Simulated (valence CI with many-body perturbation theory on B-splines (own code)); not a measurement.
# Level structure of W XLIII

Calculated by valence CI with perturbative core correlation (CI+MBPT): four valence electrons over a frozen Dirac-Fock core [Ar] 3d10, a basis of 11 s, 11 p, 10 d, 8 f, 5 g, 2 h functions for each j, with the one-electron correlation potential Σ1, the two-electron term Σ2, the three-electron term Σ3, Breit, model QED; selected CI, second order for the rest, scaled by the run's own slope (own B-spline code, finite nucleus).

No measured spectrum was set against this ion. As an estimate, large intervals hold to a few tenths of a per cent, small ones and those within an open d or f shell to about a per cent. Among the levels kept, up to 380 cm⁻¹ of a level comes from second order outside the variational space, and about a tenth of that is noise between levels of different J, which matters for small intervals.

Levels 181 to 188 of 188, with energies above the lowest level, (4s^2 4p1/2^2) J=0. "Leading %" is the weight of the configuration and term that name the level; weights of strongly mixed levels are sums over their largest components and can fall short, so below about 35 % the name and the second component can differ from the true leading terms, or belong to a minority configuration. In the jj column 3d3/2^4 stands for four electrons in 3d with j = 3/2.

| No. | Configuration | Term | J | E (eV) | Leading % | g | Second component | Leading jj |
| --- | --- | --- | --- | --- | --- | --- | --- | --- |
| 181 | 4p³4d | ³D° | 3 | 651.78 | 23 | 1.075 | 17 % 4s4p²4f ³G° | 4s 4p1/2 4p3/2 4f5/2 (33 %) |
| 182 | 4s4p²4f | ³F° | 2 | 652.89 | 19 | 0.923 | 17 % 4s4p4d² ³F° | 4s 4p1/2 4p3/2 4f7/2 (38 %) |
| 183 | 4s4p²4f | ³G° | 5 | 653.63 | 21 | 1.125 | 16 % 4s4p²4f ¹H° | 4s 4p1/2 4p3/2 4f5/2 (28 %) |
| 184 | 4s4p4d² | ³P° | 1 | 655.13 | 29 | 1.184 | 18 % 4p³4d ¹P° | 4s 4p1/2 4d5/2^2 (49 %) |
| 185 | 4s4p²4f | ¹D° | 2 | 655.76 | 20 | 1.150 | 13 % 4s4p²4f ³P° | 4s 4p1/2 4p3/2 4f7/2 (32 %) |
| 186 | 4s4p²4f | ³H° | 4 | 657.75 | 29 | 0.990 | 11 % 4s4p²4f ¹G° | 4s 4p1/2 4p3/2 4f5/2 (43 %) |
| 187 | 4s4p²4f | ³D° | 1 | 658.83 | 26 | 0.925 | 11 % 4s4p4d² ³D° | 4s 4p1/2 4d5/2^2 (43 %) |
| 188 | 4p³4d | ³P° | 2 | 659.43 | 25 | 1.217 | 11 % 4s4p²4f ³P° | 4p1/2 4p3/2^2 4d3/2 (28 %) |
